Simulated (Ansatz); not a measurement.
Ideal-gas functions of C2H2ClNZn, SMILES `[Cl][Zn][N]1C=C1` at 600 K and 1 bar, from an Ansatz frequency run at PBE0-D4/def2-TZVP.

Molar mass 140.89 g/mol, point group Cs (symmetry number 1), electronic degeneracy 1, moments of inertia 21.296, 426.759, 435.362 u Å². Harmonic wavenumbers (cm⁻¹, unscaled): 66, 70, 254, 273, 366, 451, 507, 564, 753, 929, 984, 1096, 1814, 3306, 3370.

Use S(trans) = R[1.5 ln M + 2.5 ln T − 1.1517]; rotational temperatures θ = 24.2544 K / I; S(rot) = R[ln(√π/σ · √(T³/θAθBθC)) + 1.5]; for each mode x = 1.438777 ν̃/T, S = R[x/(eˣ − 1) − ln(1 − e⁻ˣ)] and H = RT x/(eˣ − 1); 1 cm⁻¹ = 0.0119627 kJ/mol; R = 8.31446 J/(mol·K).

**Question.** By hand: the entropy, in J/(mol·K).

**Answer.** Translation 185.1. Rotation: θ = 1.1389, 0.0568, 0.0557 K, giving 120.4. Vibration, mode by mode: 23.65, 23.16, 12.56, 11.98, 9.66, 8.06, 7.18, 6.41, 4.45, 3.19, 2.87, 2.32, 0.58, 0.03, 0.02, in all 116.1. Electronic 0.0. Sum 421.6 J/(mol·K).

**Question.** By hand: H − E and G − E in kJ/mol, counted from the electronic energy.

**Answer.** Zero-point energy ½ × 14803 × 0.0119627 = 88.5; thermal vibration 32.8; translation, rotation and pV give 4 RT = 20.0. H − E = 141.3 kJ/mol, and G − E = 141.3 − 600 × 421.6/1000 = -111.7 kJ/mol.

Vibration gives 28 % of the entropy, 46.8 J/(mol·K) of it from the modes under 150 cm⁻¹: soft modes count most, and the harmonic formula is weakest for them. The sum counts one conformer and one mirror image; others add a mixing term.
